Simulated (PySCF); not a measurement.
# Run times: zirconium in aug-cc-pwCVTZ-DK with one added diffuse shell each of s, p, d, f, g type

Measured wall times of calculations with PySCF 2.14 in aug-cc-pwCVTZ-DK with one added diffuse shell each of s, p, d, f, g type (12s11p9d5f4g, 161 functions), with scalar relativity by spin-free X2C-1e, run from one Python driver. Hardware: 2 threads of Neoverse-V1 on a shared host, 2.6 GiB allowed. The two-electron integrals over 161 functions were computed once and kept in memory (14 CPU seconds with the set-up); the times below exclude them. Kohn-Sham runs start from converged Hartree-Fock orbitals.

Launch command (the driver calls PySCF for each step listed in the task file):

```bash
OMP_NUM_THREADS=2 python atomrun2.py TASK.json OUT
```

```json
{"species": "Zr [Kr] 4d2 5s2", "step": "UHF with spin-orbit constants", "iterations": "7", "wall time (s)": "11"}
{"species": "Zr [Kr] 4d2 5s2", "step": "LDA", "iterations": "7", "wall time (s)": "2.7"}
{"species": "Zr [Kr] 4d2 5s2", "step": "PBE", "iterations": "6", "wall time (s)": "3.3"}
{"species": "Zr [Kr] 4d2 5s2", "step": "PBE0", "iterations": "7", "wall time (s)": "6.9"}
{"species": "Zr [Kr] 4d2 5s2", "step": "r2SCAN", "iterations": "7", "wall time (s)": "9.7"}
{"species": "Zr [Kr] 4d2 5s2", "step": "MP2 (4 electrons)", "iterations": "", "wall time (s)": "1.8"}
{"species": "Zr [Kr] 4d2 5s2", "step": "MP2 (12 electrons)", "iterations": "", "wall time (s)": "2.8"}
{"species": "Zr⁺ [Kr] 4d2 5s1", "step": "UHF with spin-orbit constants", "iterations": "7", "wall time (s)": "7"}
{"species": "Zr⁺ [Kr] 4d2 5s1", "step": "LDA", "iterations": "6", "wall time (s)": "2.4"}
{"species": "Zr⁺ [Kr] 4d2 5s1", "step": "PBE", "iterations": "6", "wall time (s)": "3.2"}
{"species": "Zr⁺ [Kr] 4d2 5s1", "step": "PBE0", "iterations": "6", "wall time (s)": "6"}
{"species": "Zr⁺ [Kr] 4d2 5s1", "step": "r2SCAN", "iterations": "6", "wall time (s)": "8.4"}
{"species": "Zr⁺ [Kr] 4d2 5s1", "step": "MP2 (3 electrons)", "iterations": "", "wall time (s)": "0.65"}
{"species": "Zr⁺ [Kr] 4d2 5s1", "step": "MP2 (11 electrons)", "iterations": "", "wall time (s)": "2.7"}
```

Peak memory of the process: 1.2 GiB. Times on a shared host vary from run to run.
